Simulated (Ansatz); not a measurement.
Species: C₂H₆Ge, SMILES `C=[CH][GeH3]` (charge 0, multiplicity 1).

Task: Give a relaxed geometry from B3LYP-D3(BJ)/def2-TZVP (Ansatz, an electronic-structure program).

Result: the end point of this relaxation (outside a Z-matrix the atoms follow the SMILES, hydrogens last).
Z-matrix (Å, degrees):
```
C
C 1 1.3285
H 2 1.0849 1 122.07
H 2 1.0853 3 115.98 1 -180.00
H 1 1.0865 2 118.87 3 -180.00
Ge 1 1.9484 5 117.77 2 -180.00
H 6 1.5388 1 108.66 5 179.94
H 6 1.5405 7 109.58 3 120.89
H 6 1.5405 7 109.58 8 118.32
```
